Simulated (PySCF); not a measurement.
# Frontier orbitals and the lowest excitations

Compound: C6H18S3Si3.
Geometry (PBE0-D3(BJ)/def2-SVP, Å), atoms numbered from 1 in this order:
```xyz
30
C6H18S3Si3 angstrom
C      3.6246   -0.6749    0.8736
Si     1.9920   -0.4254    0.0022
C      2.2223    0.0086   -1.8005
S      0.9313   -2.2980    0.1746
Si    -1.1371   -1.6821    0.1508
C     -2.0873   -3.1077   -0.5918
C     -1.6990   -1.2991    1.8910
S     -1.4663   -0.0216   -1.1974
Si    -0.6862    1.6828   -0.1265
C     -0.2193    2.9346   -1.4333
C     -1.9577    2.3947    1.0439
S      1.0116    1.1599    1.1001
H      4.1768   -1.5080    0.4114
H      4.2398    0.2357    0.8068
H      3.4632   -0.9152    1.9348
H      2.7990   -0.7917   -2.2905
H      2.7699    0.9582   -1.9058
H      1.2497    0.0880   -2.3070
H     -3.1657   -2.8867   -0.6082
H     -1.7509   -3.3021   -1.6207
H     -1.9239   -4.0200    0.0033
H     -1.0796   -0.5048    2.3318
H     -2.7560   -0.9910    1.9030
H     -1.5842   -2.2036    2.5089
H      0.1692    3.8459   -0.9525
H      0.5547    2.5403   -2.1068
H     -1.1006    3.2042   -2.0366
H     -2.8462    2.7139    0.4771
H     -2.2712    1.6556    1.7943
H     -1.5436    3.2701    1.5692
```

Method used: TDDFT B3LYP/def2-SVPD, vertical, gas phase, core orbitals frozen in the response in PySCF.

Kohn–Sham orbitals with the atoms that hold most of them (Löwdin shares over 4%, at most four atoms; ? is withheld):

```csv
orbital,ε (eV),atoms
LUMO+2,0.06,"S8 24%, S12 23%, Si9 17%, S4 5%"
LUMO+1,-0.01,"S4 23%, S12 13%, S8 12%, Si2 12%"
LUMO,?,?
HOMO,-6.63,"S4 46%, S12 17%, S8 17%"
HOMO-1,-7.00,?
HOMO-2,-7.08,"S4 22%, S8 22%, S12 19%, Si5 6%"
HOMO-3,-8.03,"S12 34%, S8 33%, S4 7%, Si9 7%"
```

(1) Which atoms hold the HOMO-1, and with what shares?

(2) Which atoms hold the LUMO, and with what shares?

(3) What is the LUMO energy, and the HOMO–LUMO gap?

Results:

(1) S12 (bonded to 2 Si) 34%; S8 (bonded to 2 Si) 31%; S4 (bonded to 2 Si) 13%; Si9 (bonded to 2 C and 2 S) 7%. By element: sulfur 78%, silicon 7% or more.

(2) S8 (bonded to 2 Si) 12%; S12 (bonded to 2 Si) 11%; S4 (bonded to 2 Si) 11%; C10 (bonded to Si and 3 H) 6%. By element: sulfur 34%, carbon 6% or more.

(3) ε(LUMO) = -0.07 eV; the gap is 6.56 eV (0.2412 hartree).

Task: The HOMO–LUMO gap is 6.56 eV. Where does the response calculation put the lowest singlet, and from which orbitals?

Result: S1 is at 5.61 eV (f = 0.012), 0.96 eV below the gap, made of HOMO→LUMO+1 (93%). Its leading pair isn't HOMO and LUMO; the energies of that pair differ by 6.62 eV. 

Task: Give energy, strength and leading configuration of S1, S3, S5 and S8, and follow the Löwdin shares of the leading atoms from the occupied to the empty orbital.

Result: 
- S1 (5.61 eV, f 0.012), HOMO→LUMO+1 (93%): S4 46% → 23%, S12 17% → 13%
- S3 (5.90 eV, f 0.053), HOMO→LUMO (70%): S4 46% → 11%, S12 17% → 11%, S8 17% → 12%
- S5 (6.04 eV, f 0.015), HOMO-1→LUMO+1 (71%): S12 34% → 13%, S8 31% → 12%, S4 13% → 23%
- S8 (6.25 eV, f 0.036), HOMO-1→LUMO (82%): S12 34% → 11%, S8 31% → 12%

Hardware: an INTEL XEON PLATINUM 8581C at 2.30 GHz with 2 threads, shared host with 32 logical CPUs at a one-minute load of 12. Cost: 2.3 min wall, 5.0 min CPU, 2.7 GiB resident at most.

One conformer stands for the species.
